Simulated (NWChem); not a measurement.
System: HgI₂; SMILES [I][Hg][I]

Input file for NWChem:

```
start job
memory heap 200 mb stack 700 mb global 900 mb
geometry units angstroms noautoz
  Hg     0.000000     0.000000     0.000000
  I      0.000000     0.000000     2.607713
  I      0.000000     0.000000    -2.607713
end
basis spherical
  * library def2-tzvp
end
ecp
  I library def2-ecp
  Hg library def2-ecp
end
dft
  xc xpbe96 cpbe96
  iterations 200
end
task dft gradient
```

Excerpt of the output:

```
             Northwest Computational Chemistry Package (NWChem) 7.3.0
             --------------------------------------------------------

 ORDER OF PRIMARY AXIS IS BEING SET TO 4
 D4H symmetry detected

                             Geometry "geometry" -> ""
                             -------------------------

 Output coordinates in angstroms (scale by  1.889725989 to convert to a.u.)

  No.       Tag          Charge          X              Y              Z
 ---- ---------------- ---------- -------------- -------------- --------------
    1 Hg                  80.0000     0.00000000     0.00000000     0.00000000
    2 I                   53.0000     0.00000000     0.00000000     2.60771300
    3 I                   53.0000     0.00000000     0.00000000    -2.60771300

 Effective nuclear repulsion energy (a.u.)    2005.8390312651

      Symmetry information
      --------------------

 Group name             D4h
 Group number             28
 Group order              16
 No. of unique centers     2

 Summary of "ao basis" -> "ao basis" (spherical)
 ------------------------------------------------------------------------------
       Tag                 Description            Shells   Functions and Types
 ---------------- ------------------------------  ------  ---------------------
 Hg                        def2-tzvp                15       43   6s5p3d1f
 I                         def2-tzvp                16       50   6s5p3d2f

      Symmetry analysis of basis
      --------------------------

        a1g        25
        a1u         0
        a2g         0
        a2u        22
        b1g         8
        b1u         6
        b2g         8
        b2u         6
        eg         30
        eu         38

            General Information
            -------------------
          SCF calculation type: DFT
          Wavefunction type:  closed shell.
          No. of atoms     :     3
          No. of electrons :    70
           Alpha electrons :    35
            Beta electrons :    35
          Charge           :     0
          Spin multiplicity:     1
          Use of symmetry is: on ; symmetry adaption is: on
          Maximum number of iterations: 200
          AO basis - number of functions:   143
                     number of shells:    47
          Convergence on energy requested:  1.00D-06
          Convergence on density requested:  1.00D-05
          Convergence on gradient requested:  5.00D-04

              XC Information
              --------------
          PerdewBurkeErnzerhof Exchange Functional  1.000
            Perdew 1991 LDA Correlation Functional  1.000 local
           PerdewBurkeErnz. Correlation Functional  1.000 non-local

             Grid Information
             ----------------
          Grid used for XC integration:  medium
          Radial quadrature: Mura-Knowles
          Angular quadrature: Lebedev.
          Tag              B.-S. Rad. Rad. Pts. Rad. Cut. Ang. Pts.
          ---              ---------- --------- --------- ---------
          Hg                  1.50      123          11.0       590
          I                   1.40      123          14.0       590
          Grid pruning is: on
          Number of quadrature shells:   246
          Spatial weights used:  Erf1

      Superposition of Atomic Density Guess
      -------------------------------------

 Sum of atomic energies:        -868.46448054

      Non-variational initial energy
      ------------------------------

 Total energy =    -746.203365
 1-e energy   =   -1837.286304
 2-e energy   =     824.740309
 HOMO         =      -0.337369
 LUMO         =      -0.067848

      Symmetry analysis of molecular orbitals - initial
      -------------------------------------------------

 !! scf_movecs_sym_adapt:   20 vectors were symmetry contaminated

  Symmetry fudging

 !! scf_movecs_sym_adapt:   16 vectors were symmetry contaminated

  Numbering of irreducible representations:

     1 a1g         2 a1u         3 a2g         4 a2u         5 b1g
     6 b1u         7 b2g         8 b2u         9 eg         10 eu

  Orbital symmetries:

     1 a1g         2 a2u         3 a1g         4 a2u         5 eg
     6 eg          7 eu          8 eu          9 a1g        10 a2u
    11 eu         12 eu         13 a1g        14 a2u        15 eg
    16 eg         17 eu         18 eu         19 b2g        20 b1g
    21 b1u        22 b2u        23 a1g        24 a2u        25 a1g
    26 eg         27 eg         28 b1g        29 b2g        30 a1g
    31 a2u        32 eu         33 eu         34 eg         35 eg
    36 a1g        37 eu         38 eu         39 a2u        40 a1g
    41 eu         42 eu         43 a2u        44 a1g        45 eg

   convergence    iter        energy       DeltaE   RMS-Dens  Diis-err
 ---------------- ----- ----------------- --------- --------- ---------
 d= 0,ls=0.0,diis     1   -748.9419157196 -1.02D+03  1.59D-02  6.55D-01
 d= 0,ls=0.0,diis     2   -748.8295083781  1.12D-01  9.68D-03  1.40D+00
 d= 0,ls=0.0,diis     3   -748.9995469551 -1.70D-01  1.63D-03  1.27D-01
 d= 0,ls=0.0,diis     4   -749.0120153201 -1.25D-02  5.16D-04  2.95D-03
 d= 0,ls=0.0,diis     5   -749.0125298135 -5.14D-04  8.20D-05  4.14D-04
  Resetting Diis
 d= 0,ls=0.0,diis     6   -749.0125589395 -2.91D-05  5.22D-05  4.40D-05
 d= 0,ls=0.0,diis     7   -749.0125650600 -6.12D-06  1.02D-05  1.94D-07
 d= 0,ls=0.0,diis     8   -749.0125649704  8.96D-08  6.11D-06  9.18D-07

[...]

                         DFT ENERGY GRADIENTS

    atom               coordinates                        gradient
                 x          y          z           x          y          z
   1 Hg      0.000000   0.000000   0.000000    0.000000   0.000000   0.000000
   2 I       0.000000   0.000000   4.927863    0.000000   0.000000   0.000730
   3 I       0.000000   0.000000  -4.927863   -0.000000   0.000000  -0.000730
```

Level: PBE/def2-TZVP with def2 effective core potentials on I, Hg. The geometry was optimised at PBE0/def2-SVP. def2 effective core potentials on I, Hg; no spin-orbit coupling.
